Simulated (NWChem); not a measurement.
Molecule: CH7NO2Si; SMILES [SiH](N)(O)OC

```xyz
12

Si     0.0396     0.5086    -0.4570
N     -1.4546     0.8691     0.2966
O      1.1476     1.2762     0.5151
O      0.2272    -1.1346    -0.5513
C      0.0480    -2.0179     0.5230
H      0.2334     0.9305    -1.8711
H     -2.3344     0.5111    -0.0522
H     -1.5685     1.7237     0.8273
H      2.0112     1.4238     0.1207
H     -0.2062    -3.0152     0.1303
H     -0.7632    -1.6898     1.1964
H      0.9705    -2.1131     1.1226
```
Atoms are numbered in this order, from 1.

Results from NWChem. Geometry: optimised at PBE0/def2-SVP. Not confirmed as a minimum by frequencies.

Task: Among these, which level gives the highest value of “highest occupied level (eV)”?
A) PBE/cc-pVDZ
B) PBE/aug-cc-pVDZ
C) PBE/cc-pVTZ

Result: A, PBE/cc-pVDZ. Values: PBE/aug-cc-pVDZ -6.18; PBE/cc-pVTZ -6.04; PBE/cc-pVDZ -5.72
